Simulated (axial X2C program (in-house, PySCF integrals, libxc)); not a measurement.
**Excited states of LiHg⁺ by EOM-EE-CCSD**

Computed with an axial X2C code built on PySCF integrals: two-component X2C with atomic mean-field Coulomb and Gaunt terms, Gaussian nuclei, basis Hg dyall-acv3z, Li dyall-acv3z with contracted cores.

R = 2.669 Å (near the PBE0 minimum at charge 1 of the determinant lowest at the starting distance; the state shown can have its own minimum elsewhere).

Vertical excitation energies from the closed-shell determinant state of LiHg⁺:

```csv
Ω,excitation (eV),cm⁻¹,hole of the leading pair,particle of the leading pair,weight of the pair (for Ω = 0 its time-reversed partner can hold as much again),singles weight
0⁻,4.570,36860,"65% Hg sσ, 17% Li pσ, 11% Li sσ","57% Hg pσ, 14% Li sσ, 13% Hg pπ",0.49,0.98
1,4.637,37399,"65% Hg sσ, 17% Li pσ, 11% Li sσ","63% Hg pσ, 16% Li sσ, 8% Hg sσ",0.96,0.98
0⁺,5.302,42767,"64% Hg sσ, 16% Li pσ, 11% Li sσ","69% Hg pπ, 16% Li pπ, 8% Li dπ",0.49,0.98
0⁻,5.510,44438,"65% Hg sσ, 17% Li pσ, 11% Li sσ","60% Hg pπ, 16% Li pπ, 9% Hg pσ",0.48,0.98
1,5.661,45655,"65% Hg sσ, 17% Li pσ, 11% Li sσ","63% Hg pπ, 17% Li pπ, 7% Li dπ",0.60,0.98
2,5.862,47284,"65% Hg sσ, 17% Li pσ, 11% Li sσ","68% Hg pπ, 22% Li pπ, 8% Li dπ",0.95,0.98
0⁺,6.418,51765,"63% Hg sσ, 16% Li pσ, 11% Li sσ","53% Hg pσ, 29% Li sσ, 6% Hg sσ",0.47,0.96
1,7.248,58460,"65% Hg sσ, 17% Li pσ, 11% Li sσ","53% Hg pπ, 40% Li pπ",0.57,0.97
0⁻,7.878,63540,"65% Hg sσ, 17% Li pσ, 11% Li sσ","43% Li sσ, 30% Li pσ, 12% Hg sσ",0.48,0.98
1,7.886,63604,"65% Hg sσ, 17% Li pσ, 11% Li sσ","42% Li sσ, 30% Li pσ, 12% Hg sσ",0.95,0.98
```

This point took 34 s on 1 thread of Arm Neoverse V2 (shared host).

Reference electrons by ω block (each with its −ω partner): 1/2: 23, 3/2: 12, 5/2: 5, 7/2: 1. 12 electrons of LiHg⁺ correlated (inner shells frozen), 88 natural virtual spinors (a truncated set); levels can be off by some tenths of an eV. Roots sought by Ω: (0: 5, 1: 4, 2: 3, 3: 1); the list ends where they run out and leaves out roots under 60 % singles weight. The solver can skip a root, and states that need a further excitation, which the method places far too high, are missing though they may lie low or lowest. T1 of the reference 0.021 (Lee–Taylor). Number of frozen shells: Hg 5 s, 4 p, 2 d, 1 f; Li 1 s.
